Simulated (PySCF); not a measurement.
Si(CCH)(F)3 (C₂HF₃Si), SMILES C#C[Si](F)(F)F.

Coordinates come from a B3LYP-D3(BJ)/def2-SVP optimisation.

Two levels are set side by side: TDDFT-PBE/def2-SVPD (PySCF) and TDDFT-B3LYP/def2-SVPD (PySCF). Vertical, same geometry. The lowest singlet is HOMO→LUMO 50 %, HOMO−1→LUMO+1 50 % with PBE and HOMO→LUMO 50 %, HOMO−1→LUMO+1 50 % with the other functional; states are paired by order. Differences are taken from unrounded values.

| quantity | TDDFT-B3LYP |
|---|---|
| lowest singlet excitation (eV) | 6.03 |
| lowest triplet excitation (TDA) (eV) | 4.87 |

Problem. What does TDDFT-PBE give, and how far is it from TDDFT-B3LYP? (Estimate from the structure and the level; the computed values follow.)

Solution. 
```tsv
quantity	TDDFT-PBE	TDDFT-PBE minus TDDFT-B3LYP
lowest singlet excitation (eV)	6.11	0.09
lowest triplet excitation (TDA) (eV)	4.89	0.02
```

On these quantities the two levels nearly agree.

Rough cost on one machine, each run with all the roots and properties that it gave: TDDFT-B3LYP against TDDFT-PBE about 3 times.
